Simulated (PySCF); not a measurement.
## Dipole moment and polarisability of `C1[SiH2][SiH2][SiH2][SiH2]1`

CH10Si4.
Structure used (GFN2-xTB), in Å, numbered top down from 1:
```
atom  x, y, z in Å
C1     1.4350   -0.7507   -0.0488
Si2    1.3545    1.1577    0.0921
Si3   -0.8357    1.6869   -0.4831
Si4   -1.9000   -0.3679   -0.1622
Si5   -0.1238   -1.6989    0.5335
H6     2.3101   -1.1224    0.4824
H7     1.6043   -0.9984   -1.0988
H8     1.6938    1.5196    1.4759
H9     2.4302    1.7200   -0.7362
H10   -0.9549    2.2096   -1.8523
H11   -1.3786    2.7769    0.3392
H12   -2.5535   -0.8865   -1.3728
H13   -2.9934   -0.3278    0.8183
H14   -0.0550   -3.0657   -0.0032
H15   -0.0374   -1.8445    1.9941
```

Level: CAM-B3LYP/def2-SVPD (PySCF), static field, nuclei fixed, core orbitals frozen in the response. The polarisability tensor in these axes (au):

```
x   133.28   2.94   4.45
y     2.94 134.96  -7.84
z     4.45  -7.84 101.94
```

Problem. What are the eigenvalues, a third of the trace, and Δα (Δα² = ½Σ(αi − αj)² over the three pairs)?

Solution. Principal values 99.44, 133.06 and 137.69 au; mean 123.40 au = 18.29 Å³ = 20.35 × 10⁻⁴⁰ C²·m²/J; Δα = 36.16 au (29 % of the mean).

Problem. What is the dipole moment, and where does it point?

Solution. (0.28, -0.20, -0.32) D, 0.47 D in size, pointing from the negative to the positive side. Measured along this direction, the outermost atoms are H11 and H13 at the negative end and H7 at the positive end.

Problem. Sum over states: ᾱ = Σ f/ω², ω in Eh. What share falls to these 8 lowest TDDFT singlets (eV, f)? 5.58, 0.0010; 6.30, 0.0000; 6.59, 0.0576; 6.85, 0.1451; 6.98, 0.0842; 7.06, 0.0245; 7.06, 0.0176; 7.27, 0.0103.

Solution. They add up to 5.35 au, 4.3 % of the 123.40 au; the largest single term is 2.29 au, from the state at 6.85 eV. Terms in order: 0.02, 0.00, 0.98, 2.29, 1.28, 0.36, 0.26, 0.14 au. Higher excitations give the rest. The strengths listed sum to 0.340.

Problem. Find the Langevin capture rate constant for H3+ (3.023 u) meeting this molecule (133.986 u), k = 2.342 × 10⁻⁹ cm³/s × √(α in Å³ / reduced mass in u).

Solution. The reduced mass is 2.96 u, so k = 5.82 × 10⁻⁹ cm³/s. The formula leaves out the permanent dipole, which adds to the capture rate.

Problem. Rayleigh depolarisation ratio (linearly polarised light, static tensor)?

Solution. ρ = 3Δα²/(45ᾱ² + 4Δα²) = 3922.4/(685198 + 5229.8) = 0.00568.

Problem. Molar refractivity from α?

Solution. Lorentz–Lorenz: R = (4π/3)N_A α = 2.5225 cm³/(mol·Å³) × 18.29 Å³ = 46.1 cm³/mol, in the limit of long wavelengths.

Problem. Along which axes do the principal values lie, and how far do the nuclei extend along each?

Solution. Largest value along (0.45, 0.88, -0.14), where the nuclei span 5.44 Å; middle along (0.88, -0.41, 0.23), 4.92 Å; least along (-0.15, 0.22, 0.96), 3.03 Å. The response follows the extents in order.

The structure is a single GFN2-xTB conformer in the gas phase; no vibrational or solvent corrections.
